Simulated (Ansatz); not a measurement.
Reactions of `COB(O)O[SiH3]`.

Program: Ansatz. Geometries: PBE0-D4/def2-TZVP. ΔE: electronic, gas phase. CCSD(T)/CBS adds triple-zeta CCSD(T) − MP2 to the extrapolated MP2 energy (def2 sets, frozen cores). This one scheme is used for every species. Elements past krypton have def2 core potentials. For Ge, Y outer-core shells are correlated without core-valence functions, which leaves a few kJ/mol of doubt a bond. Scalar relativity is left out up to krypton. Each species was taken in one conformer, which may not be the lowest.

**Question.** Order these by ΔE at CCSD(T)/CBS, lowest first. (Best estimate.)
A. `COB(O)O[SiH3]` + CH₃OH → `COB(O)OC` + silanol
B. `COB(O)O[SiH3]` + `[NH2][GeH2][OH]` → `[OH][GeH2][NH][SiH3]` + `COB(O)O`
C. `COB(O)O[SiH3]` + SiH₄ → `OB([SiH3])O[SiH3]` + CH₃OH
D. `COB(O)O[SiH3]` + `C[N](C)[Y]([OH])[OH]` → `C[N](C)[Y]([OH])[O][SiH3]` + `COB(O)O`
E. `COB(O)O[SiH3]` + `[OH][GeH]([OH])[GeH3]` → `[OH][Ge]([OH])([SiH3])[GeH3]` + `COB(O)O`
F. `COB(O)O[SiH3]` + `C[CH](C)[GeH3]` → `COB(O)C(C)C` + `[SiH3][O][GeH3]`
G. `COB(O)O[SiH3]` + H₂ → `COBO` + silanol
H. `COB(O)O[SiH3]` → `C[SiH2]OB(O)O`

**Answer.** H (-118.2 kJ/mol), D (-38.1 kJ/mol), A (-9.5 kJ/mol), B (+12.9 kJ/mol), E (+59.6 kJ/mol), F (+68.4 kJ/mol), G (+93.1 kJ/mol), C (+137.5 kJ/mol).

Largest T1 diagnostic: 0.014, for `C[N](C)[Y]([OH])[OH]`.
